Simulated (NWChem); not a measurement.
A series in which one site is exchanged, each optimised at PBE0/def2-SVP with NWChem, gas phase unless a solvent is named. This build's default masses of Se (78.918 u) and Br (79.917 u) are each other's, which moves their modes by up to 0.6 %. Some are not confirmed as minima by frequencies. def2 effective core potentials on Te; no spin-orbit coupling.

A: F[Te][SiH3] (SiH3TeF; site = Te)
B: [F][Zn][SiH3] (ZnSiH$_{3}$F; site = Zn)
C: [F][Mg][SiH3] (MgSiH₃F; site = Mg)
D: [Se]([SiH3])F (SiH$_{3}$SeF; site = Se)

Values for A:

| Item | Result |
|---|---|
| dipole (D), PBE0/def2-SVP | 2.50 |
| orbital gap (eV), PBE0/def2-SVP | 4.04 |
| static polarisability, PBE0/def2-SVPD (bohr³) | 71.6 |
| lowest singlet excitation, PBE0/def2-SVPD, TDA (eV) | 2.43 |

**Question.** How do these values change for the other members?

**Answer.** 
```json
[
 {"change from A": "dipole (D), PBE0/def2-SVP", "B": "-0.41", "C": "-1.17", "D": "-0.32"},
 {"change from A": "orbital gap (eV), PBE0/def2-SVP", "B": "+3.83", "C": "+2.39", "D": "+0.90"},
 {"change from A": "static polarisability, PBE0/def2-SVPD (bohr³)", "B": "-16.4", "C": "-11.6", "D": "-13.3"},
 {"change from A": "lowest singlet excitation, PBE0/def2-SVPD, TDA (eV)", "B": "+4.16", "C": "+3.34", "D": "+0.63"}
]
```
